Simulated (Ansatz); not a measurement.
Basis sets compared for Ga(NH3)F3 (GaNF₃H₃). Charge 0, multiplicity 1. Geometry PBE-D4/def2-SVP. Ansatz on 4 threads of Arm Neoverse V2 on a shared host; times are rough, and most runs start from earlier orbitals.

```xyz
8

Ga    1.058   -0.048   -0.020
N    -1.017    0.046    0.020
H    -1.346    0.237    0.977
H    -1.420   -0.847   -0.297
H    -1.350    0.798   -0.600
F     1.272   -1.701   -0.624
F     1.406    0.239    1.694
F     1.398    1.276   -1.149
```

The 6-31G sets use Cartesian d functions. B3LYP takes the VWN-RPA correlation.

Binding counts from free atoms (Ga doublet, N quartet, H doublet, F doublet) in the same basis, without a counterpoise term.

```tsv
level	functions	energy (Eh)	HOMO (eV)	LUMO (eV)	binding per atom (eV)	wall time
HF/STO-3G	41	-2250.5041	-5.66	10.42	–	0.15 s
HF/6-31G	71	-2277.5574	-15.26	2.39	2.38	0.3 s
PBE-D4/def2-SVP	103	-2279.9445	-7.74	-1.37	3.72	0.7 s
B3LYP-D4/6-31G	71	-2280.7747	-9.44	-1.10	3.54	0.85 s
PBE0-D4/def2-SVP	103	-2279.9896	-9.95	-0.45	3.60	1.1 s
```

Task: Estimate the rows for HF/def2-TZVP, PBE-D4/def2-TZVP, B3LYP-D4/def2-TZVP, PBE0-D4/def2-TZVP.

Result: 
| level | functions | energy (Eh) | HOMO (eV) | LUMO (eV) | binding per atom (eV) | wall time |
| --- | --- | --- | --- | --- | --- | --- |
| HF/def2-TZVP | 190 | -2278.1058 | -15.24 | 1.94 | 2.53 | 1.2 s |
| PBE-D4/def2-TZVP | 190 | -2280.6396 | -8.25 | -1.76 | 3.69 | 1.4 s |
| B3LYP-D4/def2-TZVP | 190 | -2281.3403 | -10.03 | -1.26 | 3.60 | 2 s |
| PBE0-D4/def2-TZVP | 190 | -2280.6796 | -10.33 | -0.85 | 3.58 | 2 s |
